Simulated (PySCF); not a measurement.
# Spinor energies of Ce⁴⁶⁺ (cerium, charge +46)

Start: [Ne] 3s2. Calculated with PySCF 2.14 in an uncontracted even-tempered set (18 s from 11 bohr⁻², ratio 2.4; 14 p from 15 bohr⁻², ratio 2.4; 4 d from 48 bohr⁻², ratio 2.6; 4 f from 72 bohr⁻², ratio 2.6): generalised Hartree-Fock with the X2C-1e Hamiltonian and a Gaussian nucleus; one run each with spin-orbit coupling (SO) switched off, then screened by Boettger's factors.

```csv
spinor shell,electrons,"ε, spin-free (eV)","ε, screened SO (eV)",weight of nominal j (screened SO),"rms radius, screened SO (bohr)"
1s1/2,2,-43818.7,-43814.6,1.000,0.0280
2s1/2,2,-9595.0,-9594.0,1.000,0.111
2p1/2,2,-8922.3,-9246.1,1.000,0.0958
3s1/2,2,-3867.1,-3866.9,1.000,0.267
```

Where does 2p3/2 lie, and what is the 2p spin-orbit splitting (screened SO)?

At -8780.5 eV, 465.53 eV above 2p1/2.

```
   quantity    spin-free  screened SO
E (hartree)  -6778.83096  -6781.96653
        M_J            0            0
       ⟨J²⟩        0.000        0.000
       ⟨L²⟩        0.000        0.012
       ⟨S²⟩        0.000        0.012
```

Breit and QED terms are absent; they matter most for the inner s and p1/2 levels.

Densities and radii are taken from the X2C orbitals without a picture-change correction, which distorts them close to the nucleus.

Without spin-orbit coupling the j labels of p, d and f shells carry no meaning; the spin-free column gives the mean over the occupied spinors of each nl shell.
